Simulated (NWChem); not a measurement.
System: C2H5FOSi; SMILES C=C[SiH](O)F

The following NWChem deck was run.

```
start job
memory heap 200 mb stack 900 mb global 1100 mb
geometry units angstroms noautoz
  Si     0.007495    -0.516384    -0.426206
  O      0.770988    -1.684296     0.463836
  F     -1.556227    -0.417510    -0.022410
  C      0.718963     1.175198    -0.131395
  C     -0.026503     2.204440     0.294770
  H      0.102794    -0.986180    -1.823119
  H      0.914623    -1.485484     1.400142
  H      1.782269     1.344593    -0.313481
  H      0.388580     3.196392     0.467830
  H     -1.091442     2.093281     0.487467
end
basis spherical
  Si library def2-svp
  O library def2-svp
  F library def2-svp
  C library def2-svp
  H library def2-svp
end
dft
  xc mn15
  iterations 150
  mulliken
end
task dft energy
```

Parts of the log:

```
             Northwest Computational Chemistry Package (NWChem) 7.3.0
             --------------------------------------------------------

 C1  symmetry detected

                             Geometry "geometry" -> ""
                             -------------------------

 Output coordinates in angstroms (scale by  1.889725989 to convert to a.u.)

  No.       Tag          Charge          X              Y              Z
 ---- ---------------- ---------- -------------- -------------- --------------
    1 Si                  14.0000     0.00302174    -0.52012719    -0.39638105
    2 O                    8.0000     0.85803174    -1.67324286     0.42726750
    3 F                    9.0000    -1.51465712    -0.42653707     0.15674237
    4 C                    6.0000     0.72742059     1.17905374    -0.19003091
    5 C                    6.0000     0.01946726     2.20830244     0.29589548
    6 H                    1.0000    -0.03465699    -1.00486785    -1.79092862
    7 H                    1.0000     1.09065524    -1.46310673     1.34299413
    8 H                    1.0000     1.76668990     1.35305383    -0.47658440
    9 H                    1.0000     0.44216077     3.20469922     0.41728773
   10 H                    1.0000    -1.02082022     2.09264171     0.59255706

 Effective nuclear repulsion energy (a.u.)     231.0054182962

                                 NWChem DFT Module
                                 -----------------

 Summary of "ao basis" -> "ao basis" (spherical)
 ------------------------------------------------------------------------------
       Tag                 Description            Shells   Functions and Types
 ---------------- ------------------------------  ------  ---------------------
 Si                         def2-svp                 8       18   4s3p1d
 O                          def2-svp                 6       14   3s2p1d
 F                          def2-svp                 6       14   3s2p1d
 C                          def2-svp                 6       14   3s2p1d
 H                          def2-svp                 3        5   2s1p

            General Information
            -------------------
          SCF calculation type: DFT
          Wavefunction type:  closed shell.
          No. of atoms     :    10
          No. of electrons :    48
           Alpha electrons :    24
            Beta electrons :    24
          Charge           :     0
          Spin multiplicity:     1
          Use of symmetry is: off; symmetry adaption is: off
          Maximum number of iterations: 150
          AO basis - number of functions:    99
                     number of shells:    47
          Convergence on energy requested:  1.00D-06
          Convergence on density requested:  1.00D-05
          Convergence on gradient requested:  5.00D-04

              XC Information
              --------------
                         MN15 Method XC Functional
                     Hartree-Fock (Exact) Exchange  0.440
                          MN15 Exchange Functional  1.000
                        MN15 Correlation Potential  1.000

             Grid Information
             ----------------
          Grid used for XC integration:  medium
          Radial quadrature: Mura-Knowles
          Angular quadrature: Lebedev.
          Tag              B.-S. Rad. Rad. Pts. Rad. Cut. Ang. Pts.
          ---              ---------- --------- --------- ---------
          Si                  1.10       88          10.0       590
          O                   0.60       49          12.0       434
          F                   0.50       49          11.0       434
          C                   0.70       49          11.0       434
          H                   0.35       45          12.0       434
          Grid pruning is: on
          Number of quadrature shells:   509
          Spatial weights used:  Erf1

      Superposition of Atomic Density Guess
      -------------------------------------

 Sum of atomic energies:        -540.46822567

      Non-variational initial energy
      ------------------------------

 Total energy =    -542.445168
 1-e energy   =   -1204.901373
 2-e energy   =     431.450786
 HOMO         =      -0.346600
 LUMO         =      -0.026636

     ---------------------------------------------
      Total Density - Mulliken Population Analysis
     ---------------------------------------------

    Atom       Charge   Shell Charges
 -----------   ------   -------------------------------------------------------
    1 Si  14    12.68   2.00  1.99  0.88  0.15  5.93  0.90  0.53  0.31
    2 O    8     8.76   1.99  1.10  0.63  3.08  1.95  0.00
    3 F    9     9.57   1.99  1.14  0.78  3.52  2.13  0.00
    4 C    6     6.44   1.99  0.99  0.32  2.00  1.11  0.02
    5 C    6     6.10   1.99  0.96  0.27  1.92  0.93  0.03
    6 H    1     1.11   0.70  0.40  0.01
    7 H    1     0.65   0.52  0.07  0.06
    8 H    1     0.88   0.66  0.20  0.03
    9 H    1     0.90   0.67  0.20  0.02
   10 H    1     0.90   0.67  0.20  0.02

   convergence    iter        energy       DeltaE   RMS-Dens  Diis-err
 ---------------- ----- ----------------- --------- --------- ---------
 d= 0,ls=0.0,diis     1   -543.0707194644 -7.74D+02  1.20D-02  1.17D+00
 d= 0,ls=0.0,diis     2   -543.0884259734 -1.77D-02  6.03D-03  9.26D-01
 d= 0,ls=0.0,diis     3   -543.1620282481 -7.36D-02  1.40D-03  7.94D-02
 d= 0,ls=0.0,diis     4   -543.1685844468 -6.56D-03  3.29D-04  1.68D-03
 d= 0,ls=0.0,diis     5   -543.1687332847 -1.49D-04  1.34D-04  4.03D-04
  Resetting Diis
 d= 0,ls=0.0,diis     6   -543.1687822904 -4.90D-05  3.33D-05  1.25D-05
 d= 0,ls=0.0,diis     7   -543.1687838578 -1.57D-06  1.76D-05  1.75D-06
 d= 0,ls=0.0,diis     8   -543.1687837894  6.84D-08  9.62D-06  2.36D-06

         Total DFT energy =     -543.168783789366
      One electron energy =    -1208.960282646526
           Coulomb energy =      487.101905837350
    Exchange-Corr. energy =      -52.315825276436
 Nuclear repulsion energy =      231.005418296246

 Numeric. integr. density =       48.000008949364

                       DFT Final Molecular Orbital Analysis
                       ------------------------------------

 Vector   22  Occ=2.000000D+00  E=-3.871847D-01
              MO Center=  6.3D-01, -1.4D+00,  2.6D-01, r^2= 1.7D+00
   Bfn.  Coefficient  Atom+Function         Bfn.  Coefficient  Atom+Function
  ----- ------------  ---------------      ----- ------------  ---------------
    22      0.512448   2 O  px               25      0.371428   2 O  px
    24     -0.223778   2 O  pz               27     -0.150536   2 O  pz
    37      0.149600   3 F  py               23      0.133274   2 O  py
    36     -0.115891   3 F  px               75     -0.111042   6 H  s
    40     -0.106614   3 F  py               26      0.104229   2 O  py

 Vector   23  Occ=2.000000D+00  E=-3.476428D-01
              MO Center=  3.7D-01,  3.2D-01, -2.4D-01, r^2= 3.8D+00
   Bfn.  Coefficient  Atom+Function         Bfn.  Coefficient  Atom+Function
  ----- ------------  ---------------      ----- ------------  ---------------
    51      0.316905   4 C  py               23      0.250433   2 O  py
    75      0.220710   6 H  s                 9     -0.213251   1 Si py
    49     -0.205220   4 C  s                90     -0.181995   9 H  s
    26      0.176592   2 O  py               50      0.167572   4 C  px
    85      0.165751   8 H  s                76      0.163251   6 H  s

 Vector   24  Occ=2.000000D+00  E=-3.285931D-01
              MO Center=  3.6D-01,  1.5D+00, -1.6D-02, r^2= 2.2D+00
   Bfn.  Coefficient  Atom+Function         Bfn.  Coefficient  Atom+Function
  ----- ------------  ---------------      ----- ------------  ---------------
    52      0.366752   4 C  pz               66      0.362528   5 C  pz
    55      0.246331   4 C  pz               69      0.238417   5 C  pz
    50      0.127153   4 C  px               64      0.111712   5 C  px
    23     -0.108096   2 O  py               75      0.107593   6 H  s
    65     -0.099092   5 C  py               76      0.091220   6 H  s

 Vector   25  Occ=0.000000D+00  E=-6.216385D-04
              MO Center=  2.9D-01,  1.4D+00,  5.3D-02, r^2= 3.0D+00
   Bfn.  Coefficient  Atom+Function         Bfn.  Coefficient  Atom+Function
  ----- ------------  ---------------      ----- ------------  ---------------
    69      0.539249   5 C  pz               55     -0.462832   4 C  pz
    66      0.395607   5 C  pz               52     -0.301778   4 C  pz
    13     -0.208224   1 Si pz               21      0.197496   2 O  s
    12      0.182373   1 Si py               76     -0.163526   6 H  s
    67      0.160309   5 C  px               54      0.155012   4 C  py

 Vector   26  Occ=0.000000D+00  E= 8.556457D-02
              MO Center=  1.3D-01,  1.3D-01, -4.1D-01, r^2= 4.5D+00
   Bfn.  Coefficient  Atom+Function         Bfn.  Coefficient  Atom+Function
  ----- ------------  ---------------      ----- ------------  ---------------
    63      0.930455   5 C  s                11      0.876762   1 Si px
    91     -0.529846   9 H  s                35      0.427331   3 F  s
    86     -0.358244   8 H  s                96     -0.279679  10 H  s
    21     -0.253922   2 O  s                 8      0.252129   1 Si px
    49     -0.233093   4 C  s                53      0.213587   4 C  px

 Vector   27  Occ=0.000000D+00  E= 9.911487D-02
              MO Center=  7.9D-01, -9.7D-01,  8.8D-01, r^2= 4.3D+00
   Bfn.  Coefficient  Atom+Function         Bfn.  Coefficient  Atom+Function
  ----- ------------  ---------------      ----- ------------  ---------------
    81     -0.926590   7 H  s                21      0.865183   2 O  s
     4     -0.717239   1 Si s                49      0.413509   4 C  s
    76      0.395254   6 H  s                86     -0.326399   8 H  s
    12      0.277608   1 Si py               27      0.230708   2 O  pz
    20      0.189740   2 O  s                96     -0.184866  10 H  s

[...]
```

Level: MN15/def2-SVP. All runs use the structure optimised with B3LYP/6-31G* (spherical d).
